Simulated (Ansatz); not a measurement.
Total energies of C$_{4}$H$_{9}$F$_{3}$OSn, SMILES `CC(C)(C)[O][Sn]([F])([F])[F]`.

Z-matrix (Å, degrees):
```
C
C 1 1.519
H 1 1.092 2 110.3
H 1 1.091 2 110.3 3 -120.1
H 1 1.091 2 110.3 3 120.1
C 2 1.519 1 110.9 3 -62.1
C 2 1.519 1 110.9 3 62.1
O 2 1.445 1 104.0 3 180.0
H 6 1.095 2 111.5 1 -179.0
H 6 1.092 2 110.6 1 61.6
H 6 1.091 2 110.5 1 -58.6
H 7 1.091 2 110.5 1 58.6
H 7 1.095 2 111.5 1 179.0
H 7 1.092 2 110.6 1 -61.6
Sn 8 1.915 2 123.3 1 -179.9
F 15 1.893 8 115.0 2 -61.1
F 15 1.884 8 107.7 2 -179.9
F 15 1.893 8 115.0 2 61.2
```

The species carries charge 0 and has multiplicity 1. Correlated methods include outer-core shells of Sn, which these sets cover unevenly. Sn takes the def2 core potential. Geometry: relaxed with PBE0-D4/def2-TZVP. It is one conformer, not always the lowest. Basis def2-TZVPP, Ansatz 0.2.0.

RPA on PBE orbitals: Hartree–Fock energy of these orbitals -743.45191 Eh, correlation -3.08178 Eh (frozen core).

```json
{"functional": "r2SCAN", "kind": "meta-GGA", "energy without D4 (Eh)": "-747.07554", "D4 term (kJ/mol)": "-12.3"}
{"functional": "r2SCAN0", "kind": "meta-GGA hybrid, 25 %", "energy without D4 (Eh)": "-746.97520", "D4 term (kJ/mol)": "-14.3"}
```

Task: Give the same for LDA (SPW92), PBE, revPBE, BLYP, B97M-V, PBE0, B3LYP, r2SCANh, HSE06 (plane-wave form), BHLYP, CAM-B3LYP, LC-ωPBE, ωB97X-V, ωB97M-V, B2PLYP, PBE-QIDH. (Best estimate.)

Result: The calculation gave: 
```json
{"functional": "LDA (SPW92)", "kind": "LDA", "energy without D4 (Eh)": "-742.98683", "D4 term (kJ/mol)": "–"}
{"functional": "PBE", "kind": "GGA", "energy without D4 (Eh)": "-746.65782", "D4 term (kJ/mol)": "-46.2"}
{"functional": "revPBE", "kind": "GGA", "energy without D4 (Eh)": "-747.10210", "D4 term (kJ/mol)": "-136.2"}
{"functional": "BLYP", "kind": "GGA", "energy without D4 (Eh)": "-747.06414", "D4 term (kJ/mol)": "-99.6"}
{"functional": "B97M-V", "kind": "meta-GGA with VV10", "energy without D4 (Eh)": "-747.12985", "D4 term (kJ/mol)": "–"}
{"functional": "PBE0", "kind": "global hybrid, 25 % exact exchange", "energy without D4 (Eh)": "-746.68678", "D4 term (kJ/mol)": "-39.6"}
{"functional": "B3LYP", "kind": "global hybrid, 20 %", "energy without D4 (Eh)": "-747.31921", "D4 term (kJ/mol)": "-73.7"}
{"functional": "r2SCANh", "kind": "meta-GGA hybrid, 10 %", "energy without D4 (Eh)": "-747.03422", "D4 term (kJ/mol)": "-13.0"}
{"functional": "HSE06 (plane-wave form)", "kind": "screened hybrid", "energy without D4 (Eh)": "-746.66012", "D4 term (kJ/mol)": "-37.0"}
{"functional": "BHLYP", "kind": "global hybrid, 50 %", "energy without D4 (Eh)": "-746.92154", "D4 term (kJ/mol)": "-56.1"}
{"functional": "CAM-B3LYP", "kind": "range-separated hybrid", "energy without D4 (Eh)": "-747.05007", "D4 term (kJ/mol)": "-40.3"}
{"functional": "LC-ωPBE", "kind": "long-range corrected hybrid", "energy without D4 (Eh)": "-746.98346", "D4 term (kJ/mol)": "–"}
{"functional": "ωB97X-V", "kind": "range-separated hybrid GGA with VV10", "energy without D4 (Eh)": "-747.06360", "D4 term (kJ/mol)": "–"}
{"functional": "ωB97M-V", "kind": "range-separated hybrid meta-GGA with VV10", "energy without D4 (Eh)": "-747.02235", "D4 term (kJ/mol)": "–"}
{"functional": "B2PLYP", "kind": "double hybrid", "energy without D4 (Eh)": "-746.68464", "D4 term (kJ/mol)": "–"}
{"functional": "PBE-QIDH", "kind": "double hybrid", "energy without D4 (Eh)": "-746.43319", "D4 term (kJ/mol)": "–"}
```

B3LYP takes the VWN-RPA correlation (the form of Gaussian; ORCA's B3LYP/G). HSE06 is the plane-wave form, built on full-range PBE exchange. The double hybrids freeze the cores in their second-order part.

LC-ωPBE has ω = 0.4 bohr⁻¹.
